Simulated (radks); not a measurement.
Problem. The table gives one normalised radial function P(r) = r R(r) of S4+ in [Ne] 3s2 (r in bohr). All-electron calculation, scalar-relativistic Kohn-Sham, BLYP, spin-polarised, spherical densities, finite nucleus; Fermi nuclear charge, rms radius 3.2611 fm. Program: a radial shooting solver on a logarithmic mesh with Libxc functionals.

r,P
0.00561,0.1798
0.007914,0.2437
0.01125,0.3270
0.016,0.4281
0.02257,0.5379
0.03209,0.6437
0.04527,0.7058
0.06437,0.6692
0.09153,0.4584
0.1291,0.0345
0.1836,-0.5844
0.261,-1.1992
0.3682,-1.5044
0.5236,-1.3250
0.7385,-0.8080
1.05,-0.3063
1.493,-0.0626
2.106,-0.0058
2.995,-0.0002
4.224,0.0000

Which n and l does it have? It may be an empty orbital.

Solution. n = 2, l = 0: the number of nodes gives n - l - 1 = 1, the rise at small r (about r^(l+1)) gives l, and the extent must fit the shell. The curve is that of 2s. 2s: eigenvalue -270.99 eV, 1 radial node at r = 0.132 bohr, <r> = 0.477 bohr, 90 % of the charge inside 0.748 bohr.
